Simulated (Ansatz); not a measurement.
Basis-set extrapolation for C₃H₆AlCl (`C=[C](Cl)[AlH][CH3]`) (PBE0-D4/def2-TZVP geometry, frozen core, Ansatz 0.2.0). Multiplicity 1, RHF reference.

|  | def2-TZVPP | def2-QZVPP |
| --- | --- | --- |
| HF | -818.557831 | -818.583034 |
| MP2 correlation | -0.766113 | -0.823240 |
| CCSD(T) correlation | -0.855779 | not run |

Energies in hartree. Use E(X) = E(∞) + A·exp(−7.88·√X) for Hartree–Fock and E(X) = E(∞) + B·X^(−2.97) for correlation, with X = 3 and 4, and add CCSD(T) minus MP2 of the smaller set to the MP2 limit.

Q: What is the CCSD(T) energy at the basis-set limit?

A: HF limit: -818.583034 + (-0.025203) × 0.13774 = -818.58651. MP2 limit: -0.823240 + (-0.057127) × 0.74074 = -0.86556. Higher-order term: -0.855779 − (-0.766113) = -0.08967. Total: -819.54174 hartree, 336.4 kJ/mol below CCSD(T)/def2-TZVPP.
